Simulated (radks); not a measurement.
Task: Coherent X-ray form factor from a spherical all-electron density. All-electron calculation, Dirac Kohn-Sham, PBE, spin-unpolarised, spherical densities, finite nucleus; Fermi nuclear charge, rms radius of each element as measured or else 0.836 A^(1/3) + 0.57 fm. Program: a radial shooting solver on a logarithmic mesh with Libxc functionals.

sin(theta)/lambda (1/angstrom),f0 (electrons)
0.05,43.337
0.1,41.526
0.15,38.986
0.2,36.152
0.25,33.341
0.3,30.734
0.4,26.396
0.5,23.184
0.6,20.803
0.8,17.317
1,14.436
1.25,11.298
1.5,8.900
2,6.279

The species is in the configuration that NIST lists as its ground one. Which atom or ion scatters so?

Result: The rhodium ion Rh+, [Kr] 4d8. Extrapolating in s^2 from the first two rows gives f0(0) = 43.9, near the electron count 44; among species with that count, the fall with angle is slower the higher Z, and the table is that of Z = 45; from so few rows the species is fixed only to a neighbour or two.
